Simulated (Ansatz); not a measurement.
AsH2(NMe2) (C₂H₈AsN). Charge 0, multiplicity 1. Geometry relaxed at B3LYP-D4/def2-SVP.

```
atom    x (Å)    y (Å)    z (Å)
 As1  -1.7586  -0.8138  -0.1299
  H2  -1.2806  -1.4058  -1.4842
  H3  -1.4027  -2.1173   0.5923
  N4  -0.2093   0.0858   0.3926
  C5   1.0608  -0.5872   0.2167
  C6  -0.1743   1.4917   0.0324
  H7   1.3744  -0.6735  -0.8487
  H8   1.0198  -1.6044   0.6352
  H9   1.8555  -0.0355   0.7517
 H10  -1.1531   1.9612   0.2177
 H11   0.5709   2.0192   0.6553
 H12   0.0971   1.6797  -1.0309
```

Q: Estimate the harmonic wavenumbers at RKS B3LYP-D4/def2-SVP (Ansatz, unscaled). Is this a minimum?

A: 173, 216, 241, 276, 297, 346, 567, 787, 814, 987, 1015, 1076, 1115, 1161, 1245, 1262, 1428, 1448, 1454, 1467, 1474, 1493, 2047, 2167, 2922, 2929, 3032, 3033, 3102, 3105 cm⁻¹. Yes, no mode is imaginary beyond noise. Zero-point energy 255.3 kJ/mol. Hardware: 4 threads of Arm Neoverse N1 on a shared host. Wall time 2.6 min.
